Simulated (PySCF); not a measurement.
Compound: C₃H₇FOSi.
Numbering: `[CH3:1][Si@@H:2]1[O:3][CH2:4][C@H:5]1[F:6]` (hydrogens: H7, H8, H9 on C1; H10 on Si2; H11, H12 on C4; H13 on C5)

The same species was optimised twice, with GFN2-xTB and with PBE0-D3(BJ)/def2-SVP (PySCF), and the same property calculations (PySCF, gas phase) were run on both structures.

```json
{"coordinate": "Si2–O3 (Å)", "GFN2-xTB": "1.661", "PBE0-D3(BJ)/def2-SVP": "1.698", "change": "+0.037"}
{"coordinate": "C1–Si2 (Å)", "GFN2-xTB": "1.887", "PBE0-D3(BJ)/def2-SVP": "1.861", "change": "-0.026"}
{"coordinate": "Si2–C5 (Å)", "GFN2-xTB": "1.931", "PBE0-D3(BJ)/def2-SVP": "1.911", "change": "-0.020"}
{"coordinate": "C4–C5 (Å)", "GFN2-xTB": "1.527", "PBE0-D3(BJ)/def2-SVP": "1.542", "change": "+0.015"}
{"coordinate": "C5–F6 (Å)", "GFN2-xTB": "1.380", "PBE0-D3(BJ)/def2-SVP": "1.374", "change": "-0.006"}
{"coordinate": "O3–C4 (Å)", "GFN2-xTB": "1.430", "PBE0-D3(BJ)/def2-SVP": "1.433", "change": "+0.003"}
{"coordinate": "Si2–O3–C4 (°)", "GFN2-xTB": "97.7", "PBE0-D3(BJ)/def2-SVP": "94.6", "change": "-3.1"}
{"coordinate": "O3–C4–C5 (°)", "GFN2-xTB": "100.0", "PBE0-D3(BJ)/def2-SVP": "102.1", "change": "+2.1"}
{"coordinate": "C1–Si2–C5 (°)", "GFN2-xTB": "119.1", "PBE0-D3(BJ)/def2-SVP": "121.1", "change": "+2.0"}
{"coordinate": "O3–Si2–C5 (°)", "GFN2-xTB": "77.8", "PBE0-D3(BJ)/def2-SVP": "79.6", "change": "+1.8"}
{"coordinate": "C4–C5–F6 (°)", "GFN2-xTB": "112.8", "PBE0-D3(BJ)/def2-SVP": "113.8", "change": "+1.0"}
{"coordinate": "C1–Si2–O3 (°)", "GFN2-xTB": "114.5", "PBE0-D3(BJ)/def2-SVP": "113.6", "change": "-0.9"}
{"coordinate": "Si2–C5–C4 (°)", "GFN2-xTB": "83.9", "PBE0-D3(BJ)/def2-SVP": "83.2", "change": "-0.7"}
{"coordinate": "Si2–C5–F6 (°)", "GFN2-xTB": "117.6", "PBE0-D3(BJ)/def2-SVP": "118.3", "change": "+0.7"}
```

Rotational constants: A = 4720, B = 2201, C = 1742 MHz (GFN2-xTB) against A = 4664, B = 2221, C = 1735 MHz (PBE0-D3(BJ)/def2-SVP). Point groups within 0.08 Å: C1 and C1.

On the GFN2-xTB structure: HOMO (eV) -7.72 [PBE0/pcSseg-1]; LUMO (eV) 0.16 [PBE0/pcSseg-1]; dipole (D) 2.00 [PBE0/pcSseg-1]; GIAO shielding of C1 (ppm) 185.7 [PBE0/pcSseg-1]; GIAO shielding of Si2 (ppm) 311.5 [PBE0/pcSseg-1]; GIAO shielding of O3 (ppm) 296.4 [PBE0/pcSseg-1]; GIAO shielding of C4 (ppm) 107.7 [PBE0/pcSseg-1]; GIAO shielding of C5 (ppm) 88.7 [PBE0/pcSseg-1]; GIAO shielding of F6 (ppm) 408.1 [PBE0/pcSseg-1].

Task: What do these properties become on the PBE0-D3(BJ)/def2-SVP structure?

Result: 
```csv
property,level,on GFN2-xTB,on PBE0-D3(BJ)/def2-SVP,change
HOMO (eV),PBE0/pcSseg-1,-7.72,-7.81,-0.09
LUMO (eV),PBE0/pcSseg-1,0.16,0.22,+0.06
dipole (D),PBE0/pcSseg-1,2.00,2.04,+0.04
"energy, GFN2-xTB geometry as zero (kcal/mol)",PBE0/pcSseg-1,0.0,-1.8,-1.8
GIAO shielding of C1 (ppm),PBE0/pcSseg-1,185.7,183.2,-2.5
GIAO shielding of Si2 (ppm),PBE0/pcSseg-1,311.5,307.9,-3.6
GIAO shielding of O3 (ppm),PBE0/pcSseg-1,296.4,293.2,-3.2
GIAO shielding of C4 (ppm),PBE0/pcSseg-1,107.7,106.0,-1.7
GIAO shielding of C5 (ppm),PBE0/pcSseg-1,88.7,91.4,+2.7
GIAO shielding of F6 (ppm),PBE0/pcSseg-1,408.1,411.7,+3.6
```

The heavy atoms differ by 0.026 Å rms after alignment. Among bonds between heavy atoms Si2–O3 changes most (+0.037 Å). Changes are differences of the printed values. Neither structure is proved a minimum here.
